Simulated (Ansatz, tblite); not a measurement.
Removing and adding an electron: In₁₃P₁₃H₃₂, a nanocrystal cut from wurtzite InP (hydrogen-capped). Charge 0, multiplicity 1. Geometry: PBE-D4/def2-SVP. Ansatz, gas phase; energy differences of separate SCF runs; the oxidised species was run as a doublet alone; the reduced species was run as a doublet alone.

Cartesian coordinates in Å:
```
In -2.476 -3.985 3.356
P -0.533 -2.178 3.672
In 2.751 -3.783 0.842
P 4.696 -1.959 1.059
In -0.931 -3.865 -0.675
P -2.911 -3.260 0.856
P 0.948 -2.194 -0.167
In 0.112 -0.658 1.664
In 4.253 0.604 1.094
P 2.044 0.915 2.407
In -3.873 -0.878 0.688
P -1.945 0.740 1.177
In -2.770 1.822 3.401
In 1.460 3.438 2.387
P -0.829 3.649 3.607
P -1.683 -3.090 -3.084
In 1.540 -0.739 -2.215
P 3.327 0.958 -1.288
In -2.331 -0.619 -3.686
P -4.247 -0.487 -1.897
P -0.449 0.808 -2.749
In -1.412 2.252 -0.846
In 2.845 3.486 -1.501
P 0.699 3.624 -0.071
In -0.016 2.221 -4.903
P 1.976 3.732 -3.937
H -1.684 -5.529 3.350
H -3.792 -3.403 4.327
H 0.672 -2.770 4.165
H -0.820 -1.300 4.763
H 2.321 -4.089 2.505
H 3.306 -4.921 -0.347
H 5.608 -2.257 2.124
H 5.630 -2.108 -0.016
H -0.518 -5.557 -0.719
H -3.981 -4.115 0.427
H 5.589 1.585 1.615
H 2.341 0.589 3.770
H -5.375 -0.623 1.531
H -2.396 0.722 4.702
H -4.238 2.714 3.145
H 2.707 4.507 2.950
H -0.562 4.015 4.966
H -1.307 4.927 3.172
H -2.680 -3.977 -3.607
H -0.627 -3.457 -3.979
H 2.165 -1.620 -3.585
H 4.492 0.771 -2.104
H -2.923 -0.459 -5.314
H -5.374 -1.243 -2.358
H -4.833 0.813 -2.034
H -2.710 3.316 -1.323
H 4.139 4.559 -1.052
H 0.319 5.004 -0.171
H 0.759 1.217 -6.094
H -1.326 3.344 -5.121
H 3.141 3.662 -4.767
H 1.715 5.128 -4.115
```

In the def2 sets In takes a core potential; there is no spin–orbit coupling. The xTB rows come from tblite. Single mean-field runs in def2-TZVP are fitted with def2-universal-jkfit. HOMO above LUMO, or a gap near zero within one spin, warns that the state may not be the lowest or that an electron is smeared out.

(1) Estimate orbital energies and vertical ionisation energies and electron affinities at: GFN1-xTB; GFN2-xTB; PBE-D4/def2-TZVP; BLYP-D4/def2-TZVP; PBE0-D4/def2-TZVP.

Results:

(1) 
```
            level  −HOMO (eV)  vertical IE (eV)  −LUMO (eV)  vertical EA (eV)  HOMO–LUMO gap (eV)  IE − EA (eV)                                                                                                               remarks
         GFN1-xTB        9.00             10.21        6.24              5.13                2.77          5.08                                                                                                                     –
         GFN2-xTB       10.63             11.80        7.71              6.45                2.93          5.35                                                                                                                     –
 PBE-D4/def2-TZVP        5.70              7.07        2.39              1.28                3.32          5.79                                gap within one spin near zero (+1 doublet), gap within one spin near zero (-1 doublet)
BLYP-D4/def2-TZVP        5.55              6.98        2.28              1.22                3.26          5.76  HOMO above zero (-1 doublet), gap within one spin near zero (+1 doublet), gap within one spin near zero (-1 doublet)
PBE0-D4/def2-TZVP        6.60              7.52        1.67              0.94                4.93          6.59                                                                                                                     –
```

   A HOMO above zero means that the electron is unbound at that level or that self-interaction error raises the level; the energy of removing that electron tells which. Raw xTB energy differences between charge states are shifted by several eV; the methods need an empirical correction for them. Sets without diffuse functions give affinities that are too small.
